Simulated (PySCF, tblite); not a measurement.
Isomers of C6H14OP2. All values are computed: GFN2-xTB (tblite) harmonic vibrations without scaling, gas phase. The method is semi-empirical: single wavenumbers can be off by several per cent or more. Modes of hydrogen on phosphorus can be 10 to 20 % off. One conformer each.

Electronic energies: PBE0/pcSseg-1 single points on the GFN2-xTB geometries (PySCF, gas phase).

```csv
SMILES,"electronic energy, lowest = 0 (kJ/mol)"
PCCP1CCOCC1,58.4
CP(C)P1CCOCC1,0.0
COCP(CP)C1CC1,167.3
C=P1(CP)CCOCC1,217.3
```

Task: How do GFN2-xTB zero-point energies change the relative energies?

Result: 
| SMILES | ZPE (kJ/mol) | of it from modes above 1550 cm⁻¹ | electronic (kJ/mol) | with ZPE, lowest = 0 (kJ/mol) | lowest mode (cm⁻¹) | rings |
| --- | --- | --- | --- | --- | --- | --- |
| CP(C)P1CCOCC1 | 498.6 | 247.9 | 0.0 | 0.0 | 37 | 1 |
| PCCP1CCOCC1 | 491.8 | 237.9 | 58.4 | 51.5 | 46 | 1 |
| COCP(CP)C1CC1 | 483.1 | 240.8 | 167.3 | 151.8 | 46 | 1 |
| C=P1(CP)CCOCC1 | 480.5 | 237.2 | 217.3 | 199.2 | 53 | 1 |

The zero-point energies span 18.1 kJ/mol, from `C=P1(CP)CCOCC1` to `CP(C)P1CCOCC1`. The order is unchanged.

Task: And how do the electronic energies of GFN2-xTB itself compare?

Result: `CP(C)P1CCOCC1` 0.0; `PCCP1CCOCC1` 55.7; `COCP(CP)C1CC1` 158.8; `C=P1(CP)CCOCC1` 203.9 kJ/mol, lowest = 0. Against the energies above, taken from the same isomer `CP(C)P1CCOCC1`, the largest difference is 13.4 kJ/mol.

Task: What do entropy and thermal enthalpy add at 298.15 K and 1 bar (rigid rotor, harmonic oscillator, one conformer each)?

Result: 
```json
{"SMILES": "CP(C)P1CCOCC1", "point group": "Cs", "symmetry number": "1", "S (J/(mol K))": "446.4", "H − H(0) (kJ/mol)": "33.43", "ZPE + H − H(0) − TS (kJ/mol)": "398.9"}
{"SMILES": "PCCP1CCOCC1", "point group": "C1", "symmetry number": "1", "S (J/(mol K))": "438.9", "H − H(0) (kJ/mol)": "31.67", "ZPE + H − H(0) − TS (kJ/mol)": "392.6"}
{"SMILES": "COCP(CP)C1CC1", "point group": "C1", "symmetry number": "1", "S (J/(mol K))": "474.8", "H − H(0) (kJ/mol)": "35.82", "ZPE + H − H(0) − TS (kJ/mol)": "377.3"}
{"SMILES": "C=P1(CP)CCOCC1", "point group": "C1", "symmetry number": "1", "S (J/(mol K))": "430.5", "H − H(0) (kJ/mol)": "32.25", "ZPE + H − H(0) − TS (kJ/mol)": "384.4"}
```
